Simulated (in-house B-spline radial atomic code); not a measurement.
**Ionising Ca3+ with different functionals**

Computed with an all-electron radial atomic-structure program (B-spline basis): non-relativistic Hamiltonian, point nucleus, spin-polarised at highest spin, spherical fractional occupations for the functionals, and exact exchange of hybrids averaged over the configuration. The ionisation energy is the difference of two self-consistent energies, [Ne] 3s2 3p5 → [Ne] 3s2 3p4, without Breit or QED terms; ε is the level of the shell that loses the electron (its least bound occupied spin orbital).

```csv
method,rung,ΔSCF (eV),-ε(3p) (eV)
PBE0,global hybrid,67.17,61.21
B3LYP,global hybrid,?,?
TPSSh,global hybrid,?,?
M06-2X,global hybrid,67.12,63.60
BHandHLYP,global hybrid,67.01,63.33
r2SCAN0,global hybrid,67.23,61.43
B97-1,global hybrid,67.19,60.83
HSE06,range-separated hybrid,67.17,60.79
wB97X,range-separated hybrid,67.15,63.86
CAM-B3LYP,range-separated hybrid,67.21,62.75
LC-wPBE,range-separated hybrid,67.34,64.30
```

**Question.** What does B3LYP give?

**Answer.** ΔSCF 67.24 eV, and -ε(3p) = 60.79 eV.

**Question.** What does TPSSh give?

**Answer.** ΔSCF 67.25 eV, and -ε(3p) = 59.96 eV.

**Question.** Among the functionals, which spreads more, the ΔSCF values or the orbital energies?

**Answer.** The orbital energies: ΔSCF values span about 0.34 eV and the orbital energies 4.34 eV; here energy differences depend much less on the functional than eigenvalues do.

**Question.** How do they compare with the NIST value?

**Answer.** NIST lists 67.273 eV ± 0.0021 (semi-empirical, ground level to ground level). Errors run from -0.26 to +0.07 eV; TPSSh is closest (-0.03 eV), but part of that can be cancellation, since the calculations leave out relativity, Breit-QED terms, multiplet and fine-structure energies.
